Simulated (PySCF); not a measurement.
Ga(Me)(Cl) (CH3ClGa), SMILES [CH3][Ga][Cl], multiplicity 2.

Coordinates come from a PBE-D3(BJ)/def2-TZVP optimisation. The spin state was assumed, not searched. The isomer is the one that the SMILES or the coordinates give; other isomers of the formula were not compared.

The numbers are results of PySCF with PBE-D3(BJ)/def2-TZVP, not measurements.

Frequencies are harmonic and unscaled.

Q: Give all harmonic wavenumbers and intensities. (The exact figures need the calculation; the answer reports its results.)

A: 
| mode | ν (cm⁻¹) | IR (km/mol) | moving atoms (share of kinetic energy) |
|---|---|---|---|
| 1 | 57 | 0.1 | H 95 % |
| 2 | 125 | 1.7 | C 36 %, Cl 23 %, Ga 21 %, H 20 % |
| 3 | 357 | 54.8 | Cl 66 %, Ga 29 % |
| 4 | 474 | 21.1 | C 64 %, Ga 20 %, H 14 % |
| 5 | 600 | 0.3 | H 87 %, C 12 % |
| 6 | 695 | 14.3 | H 83 %, C 16 % |
| 7 | 1101 | 1.5 | H 84 %, C 16 % |
| 8 | 1380 | 3.4 | H 95 % |
| 9 | 1391 | 6.2 | H 94 % |
| 10 | 2980 | 1.4 | H 98 % |
| 11 | 3077 | 2.2 | H 91 %, C 9 % |
| 12 | 3107 | 3.2 | H 90 %, C 10 % |
